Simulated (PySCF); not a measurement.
## How methods differ on the excitation energy of Kr²⁺

Kr²⁺ [Ar] 3d10 4s2 4p4 (3P) → Kr²⁺ [Ar] 3d10 4s2 4p3 5s1 (5S), as a difference of total energies. Calculation: PySCF 2.14, in aug-cc-pVQZ-DK; scalar relativity by spin-free X2C-1e. Correlated levels: valence: [Ar] 3d10 frozen. The calculations carry no spin-orbit coupling.

```
           method  excitation energy (cm⁻¹)
              UHF                    138530
    MP2 (valence)                    141220
SCS-MP2 (valence)                    143410
   CCSD (valence)                    142330
CCSD(T) (valence)                    142240
```

A first-order spin-orbit estimate (lowest level to lowest level, LS coupling) adds 0.240 eV.

The promoted electron is Rydberg-like, and one or two diffuse shells describe it only roughly, which tends to raise the upper state.
